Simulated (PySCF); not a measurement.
## Which setting was changed?

All runs: PySCF with density fitting, gas phase, non-relativistic, closed shells, each molecule at its own PBE0-D3(BJ)/def2-SVP geometry. Shieldings use GIAOs. All basis functions are spherical. Starting from PBE0/def2-TZVP, one thing was changed at a time: the basis to STO-3G, the basis to 6-31G*, the basis to def2-SVP, the basis to 6-31G.

Changes against PBE0/def2-TZVP in 7 molecules:

| molecule | changed to | HOMO energy (eV) | mean 1H shielding (ppm) | mean 13C shielding (ppm) |
| --- | --- | --- | --- | --- |
| B[SiH2]C[SiH3] | STO-3G | +1.86 | +2.91 | +51.4 |
| B[SiH2]C[SiH3] | 6-31G* | +0.11 | +0.57 | +8.4 |
| B[SiH2]C[SiH3] | def2-SVP | 0.00 | +0.02 | +8.5 |
| B[SiH2]C[SiH3] | 6-31G | +0.02 | +1.26 | +15.5 |
| FBC1=C(Cl)C1 | STO-3G | +1.79 | +1.41 | +65.5 |
| FBC1=C(Cl)C1 | 6-31G* | +0.16 | +0.57 | +15.5 |
| FBC1=C(Cl)C1 | def2-SVP | +0.05 | +0.21 | +12.6 |
| FBC1=C(Cl)C1 | 6-31G | 0.00 | +0.77 | +18.4 |
| CO/C=C\[SiH2]Cl | STO-3G | +2.73 | +2.55 | +70.1 |
| CO/C=C\[SiH2]Cl | 6-31G* | +0.20 | +0.64 | +16.5 |
| CO/C=C\[SiH2]Cl | def2-SVP | +0.08 | +0.10 | +13.2 |
| CO/C=C\[SiH2]Cl | 6-31G | +0.12 | +1.12 | +19.5 |
| N#CC#C/C=N/[SiH3] | STO-3G | +3.07 | +2.85 | +71.3 |
| N#CC#C/C=N/[SiH3] | 6-31G* | +0.21 | +0.63 | +17.7 |
| N#CC#C/C=N/[SiH3] | def2-SVP | +0.12 | +0.20 | +12.7 |
| N#CC#C/C=N/[SiH3] | 6-31G | +0.41 | +1.02 | +19.3 |
| C#C[Si@H](C#N)N=C | STO-3G | +2.88 | +1.77 | +78.1 |
| C#C[Si@H](C#N)N=C | 6-31G* | +0.20 | +0.67 | +19.6 |
| C#C[Si@H](C#N)N=C | def2-SVP | +0.14 | +0.19 | +15.1 |
| C#C[Si@H](C#N)N=C | 6-31G | +0.38 | +0.58 | +21.2 |
| N#C[SiH2][SiH](O)O | STO-3G | +3.85 | +4.01 | +69.1 |
| N#C[SiH2][SiH](O)O | 6-31G* | +0.19 | +0.52 | +20.4 |
| N#C[SiH2][SiH](O)O | def2-SVP | +0.15 | +0.05 | +15.7 |
| N#C[SiH2][SiH](O)O | 6-31G | 0.00 | +1.38 | +17.9 |
| BC[SiH2][SiH3] | STO-3G | +2.00 | +2.80 | +59.6 |
| BC[SiH2][SiH3] | 6-31G* | +0.05 | +0.57 | +11.2 |
| BC[SiH2][SiH3] | def2-SVP | -0.05 | +0.06 | +10.2 |
| BC[SiH2][SiH3] | 6-31G | -0.10 | +1.35 | +17.8 |

For `C=C[Si@@H](C)[SiH3]` the PBE0/def2-TZVP run gave HOMO energy -7.41 eV, mean 1H shielding 27.90 ppm, mean 13C shielding 93.1 ppm. The changed runs lost their labels:

```tsv
run	HOMO energy (eV)	mean 1H shielding (ppm)	mean 13C shielding (ppm)
A	-7.40	27.95	105.6
B	-5.28	30.24	158.8
C	-7.30	29.22	112.9
D	-7.24	28.50	109.1
```

Q: Which run belongs to which change?

A: A: def2-SVP; B: STO-3G; C: 6-31G; D: 6-31G*.

```tsv
run	change of HOMO energy (eV), here / mean of the others	change of mean 1H shielding (ppm), here / mean of the others	change of mean 13C shielding (ppm), here / mean of the others	next best match
A	+0.01 / +0.07	+0.05 / +0.12	+12.5 / +12.6	6-31G*
B	+2.13 / +2.60	+2.34 / +2.61	+65.7 / +66.4	6-31G
C	+0.11 / +0.12	+1.32 / +1.07	+19.8 / +18.5	6-31G*
D	+0.17 / +0.16	+0.60 / +0.60	+16.0 / +15.6	6-31G
```

Each run is given to the change whose mean effect on the other molecules lies nearest, every quantity measured in units of its scatter between molecules.

Q: Would one quantity have been enough? Give each run to the change with the nearest mean effect on that quantity alone.

A: HOMO energy: 4 of 4 runs rightly; mean 1H shielding: 4 of 4 runs rightly; mean 13C shielding: 4 of 4 runs rightly.

Only sets that this rule tells apart clearly are shown.
